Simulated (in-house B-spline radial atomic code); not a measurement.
How numerical settings move a run on Rh, [Kr] 4d8 5s1. Computed with a B-spline radial code for spherical atoms: scalar-relativistic (X2C) r2SCAN, spin-polarised, spherical fractional occupations, Fermi nucleus of rms radius 4.4945 fm.

Command:
```bash
python run_scf.py task.json out
```
Settings of the sound reference run:
```
Z                45
electrons        45
configuration    [Kr] 4d8 5s1
hamiltonian      x2c
method           r2scan
spin_polarised   True
nucleus          fermi
rms_radius       4.4945
mass_number      103
atomic_mass      102.9055
speed_of_light   137.036
knot_spacing     0.22
spline_order     8
gauss_points     12
box_radius       50
max_iterations   70
damping          0.5
damped_steps     3
diis_vectors     10
tolerance        1e-08
start            Thomas-Fermi
```

Time taken, with all properties: 0.29 s on 1 thread of Intel(R) Xeon(R) 6975P-C (shared host).

It converges in 10 iterations to -4783.635980 hartree, with 4d down at -4.83459 eV. The other runs change the listed settings, some to values that make no sense; their results aren't properties of the atom or ion. Radii are in bohr (the nuclear one in fm), a minus after a letter asks for a j subshell, and «unchanged» means within 1e-8 hartree. The run stops when the residual is below 10 × tolerance × max(1, Z/10), or a noise floor if that is larger, and the energy moves by less than 1e-8 × √|E| hartree; so very loose and very tight tolerances often act alike.

| changed settings | outcome |
| --- | --- |
| box_radius = 25 | converged in 10 iterations, energy -3.76e-07 hartree from the reference, 4d down level +7.1e-07 eV |
| max_iterations = 8, damping = 0.95, tolerance = 1e-06 | not converged after 8 iterations, last residual 1.4e-05, last energy +1.16e-08 hartree from the reference |
| damping = 0.95 | converged in 10 iterations, energy unchanged, 4d down level -7.2e-06 eV |
| diis_vectors = 0 | converged in 17 iterations, energy unchanged, 4d down level -8.5e-07 eV |
| electrons = 53, configuration = [Kr] 4d8 5s1 7s2 7p6, max_iterations = 75 | converged in 40 iterations to -4782.7110 hartree, a different physical problem (warning: 4d down has a positive eigenvalue: unbound, held by the box) |
| diis_vectors = 4 | converged in 10 iterations, energy unchanged, 4d down level +2.2e-05 eV |
| box_radius = 10 | converged in 10 iterations, energy +2.09e-04 hartree from the reference, 4d down level +1.8e-02 eV (the program warns: 4d down reaches the box edge; 4d up reaches the box edge) |
| box_radius = 2, max_iterations = 3, diis_vectors = 2 | not converged after 3 iterations, last residual 8.6e-04, last energy +1.16e+01 hartree from the reference |
| box_radius = 10, max_iterations = 100, damping = 0.8, diis_vectors = 1 | not converged after 100 iterations, last residual 9.7e-01, last energy +2.67e+01 hartree from the reference |
| hamiltonian = dirac, spin_polarised = False | stopped with error: meta-GGAs are not served with the Dirac Hamiltonian |
| box_radius = 7.5 | converged in 9 iterations, energy +4.15e-03 hartree from the reference, 4d down level +2.0e-01 eV (the program warns: 4d down reaches the box edge; 4d up reaches the box edge) |
| knot_spacing = 0.15, box_radius = 2, max_iterations = 75, diis_vectors = 2, start = bare nucleus | converged in 8 iterations, energy +1.16e+01 hartree from the reference, 4d down level +5.7e+01 eV (the program warns: 4d down has a positive eigenvalue: unbound, held by the box; 4d up has a positive eigenvalue: unbound, held by the box) |
| knot_spacing = 1, spline_order = 10, max_iterations = 60, start = bare nucleus | converged in 9 iterations, energy +3.40e+01 hartree from the reference, 4d down level -3.3e+00 eV (the program warns: 3s up reaches the box edge; 3s down reaches the box edge) |
| damping = 0.8 | converged in 10 iterations, energy unchanged, 4d down level -4.2e-06 eV |
| electrons = 46, configuration = [Kr] 4d8 5s1 6s-1, max_iterations = 60 | stopped with error: j subshells need the Dirac Hamiltonian and l > 0 |
| damping = 0.2 | converged in 9 iterations, energy unchanged, 4d down level +1.0e-05 eV |

What happens with box_radius = 5?

Converged in 9 iterations, energy +8.69e-02 hartree from the reference, 4d down level +1.9e+00 eV (the program warns: 4d down reaches the box edge; 4s up reaches the box edge).

What happens with box_radius = 15?

Converged in 10 iterations, energy -1.30e-07 hartree from the reference, 4d down level +8.7e-05 eV (the program warns: 5s up reaches the box edge).

What happens with box_radius = 3?

Converged in 8 iterations, energy +1.58e+00 hartree from the reference, 4d down level +1.4e+01 eV (the program warns: 4d down has a positive eigenvalue: unbound, held by the box; 4d up has a positive eigenvalue: unbound, held by the box).

What happens with damping = 0?

Converged in 9 iterations, energy unchanged, 4d down level -5.5e-06 eV.
